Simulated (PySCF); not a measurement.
An element was calculated at r2SCAN (PySCF 2.14, ECP, a quadruple-zeta basis, no spin-orbit coupling), in the ground configurations that NIST lists.

| Item | Value |
| --- | --- |
| electron affinity | 0.487 eV |
| first ionisation energy | 5.506 eV |
| second ionisation energy | 20.321 eV |
| third ionisation energy | 30.123 eV |

Task: Which element is it?

Result: Thallium (Tl, Z = 81), in aug-cc-pVQZ-PP with ECP60MDF. NIST lists 6.108, 20.428, 29.852 eV for these ionisation energies.
